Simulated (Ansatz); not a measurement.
Stepwise reaction of `[O]=[V]([OH])([OH])[OH]` with hydrogen chloride, as a gas-phase model of exchange steps in deposition or etching. ΔE in kJ/mol; ΔG adds harmonic PBE0-D4 terms to CCSD(T)/CBS, at 1 bar.

Computed with Ansatz on PBE0-D4/def2-TZVP structures; ΔE is electronic, products minus reactants. CCSD(T)/CBS adds triple-zeta CCSD(T) − MP2 to the extrapolated MP2 energy (def2 sets, frozen cores). This one scheme is used for every species. Functionals use def2-TZVPP. B3LYP here is the variant with VWN-RPA as its local correlation; programs differ in this. For V outer-core shells are correlated without core-valence functions, which leaves a few kJ/mol of doubt a bond. Scalar relativity is left out up to krypton. Each species was taken in one conformer, which may not be the lowest.

| step | reaction | PBE-D4 | B3LYP-D4 | ωB97M-V | CCSD(T)/CBS | ΔG(400 K) |
| --- | --- | --- | --- | --- | --- | --- |
| 1 | `[O]=[V]([OH])([OH])[OH]` + HCl → `[O]=[V]([OH])([OH])[Cl]` + H₂O | -27.4 | -26.2 | -24.8 | -28.6 | -26.4 |
| 3 | `[O]=[V]([OH])([Cl])[Cl]` + HCl → `[O]=[V]([Cl])([Cl])[Cl]` + H₂O | -10.6 | -9.2 | -5.5 | -12.4 | -4.9 |

(1) Give the row of step 2, `[O]=[V]([OH])([OH])[Cl]` + HCl → `[O]=[V]([OH])([Cl])[Cl]` + H₂O. (Estimate.)

(2) By hand: ΔE of the 3 steps together at CCSD(T)/CBS.

## Answers

(1) Computed: 
```tsv
step	reaction	PBE-D4	B3LYP-D4	ωB97M-V	CCSD(T)/CBS	ΔG(400 K)
2	`[O]=[V]([OH])([OH])[Cl]` + HCl → `[O]=[V]([OH])([Cl])[Cl]` + H₂O	-18.1	-16.9	-14.3	-20.0	-15.6
```

(2) (-28.6) + (-20.0) + (-12.4) = -61.0 kJ/mol, or -20.3 kJ/mol a step.

In ΔE each step is higher than the one before. All are downhill at CCSD(T)/CBS. ΔG lies between -26.4 and -4.9 kJ/mol a step. PBE-D4 differs from CCSD(T)/CBS by 1.2 to 1.9 kJ/mol a step. Isolated molecules leave out the surface, adducts and barriers. Largest T1 diagnostic: 0.032.
